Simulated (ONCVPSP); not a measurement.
## Transferability test, ONCV potential for mercury

ONCVPSP 4.0.1 input, shortened (lines: element, Z, core and valence counts, functional; n l f; lmax; l rc ep ncon nbas qcut; lloc lpopt rc5 dvloc0; l nproj debl; icmod fcfact rcfact), PBE, scalar-relativistic:

```
  Hg 80.00   11    3        4      upf
    1    0    2.00
    2    0    2.00
    2    1    6.00
    3    0    2.00
    3    1    6.00
    3    2   10.00
    4    0    2.00
    4    1    6.00
    4    2   10.00
    4    3   14.00
    5    0    2.00
    5    1    6.00
    5    2   10.00
    6    0    2.00
    2
    0    2.35    0.00    4    9    2.90
    1    1.55    0.00    5    8    7.70
    2    1.30    0.00    4    9    7.20
    2    5    1.30    0.00
    0    2    3.50
    1    2    2.70
    2    0    1.20
    3    5.50    1.05
```

Energies are relative to the spin-unpolarised reference configuration 5p6 5d10 6s2; without spin polarisation the order of configurations can differ from experiment.

```json
{"valence configuration": "5p6 5d10 6s1", "charge": "+1", "ΔE all-electron (eV)": "10.688", "error AE − PS (meV)": "-9.3"}
{"valence configuration": "5p6 5d10 6s1 6p1", "charge": "0", "ΔE all-electron (eV)": "6.039", "error AE − PS (meV)": "-8.5"}
```

(1) What are ΔE and the potential's error for 5p6 5d10 6s0?

(2) What are ΔE and the potential's error for 5p6 5d9 6s0?

Levels in the configuration 5p6 5d9 6s0:

```
level  all-electron (eV)  pseudo (eV)
   5p           -100.550     -100.429
   5d            -42.478      -42.448
```

Note: no bound ghost flagged; GHOST(+) flagged for s at 19.6 eV.

Results:

(1) ΔE = 29.663 eV all-electron; the error (AE − PS) is -43 meV.

(2) ΔE = 65.190 eV all-electron; the error (AE − PS) is -29 meV.
